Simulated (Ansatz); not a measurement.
Species: sum formula GeBrF3, charge 0, multiplicity 1. 
Geometry from a B3LYP-D3(BJ)/def2-TZVP (Ansatz, an electronic-structure program) optimisation:
```
Ge
F 1 1.7117
F 1 1.7117 2 107.12
F 1 1.7117 2 107.12 3 114.65
Br 1 2.2555 2 111.73 3 -122.67
```

Parts of the frozen-core correlation energy in 6-31G (Ansatz, hartree). Frozen orbitals: 31; correlated occupied orbitals by spin: 16 and 16; virtual: 38 and 38. Spin-orbit coupling is left out. No relativistic terms.

```tsv
term	value
reference (HF)	-4945.46606
MP2 opposite-spin	-0.34336
MP2 same-spin	-0.12813
CCSD correlation	-0.47180
(T)	-0.00826
T1 diagnostic	0.013
largest doubles amplitude	0.058
```
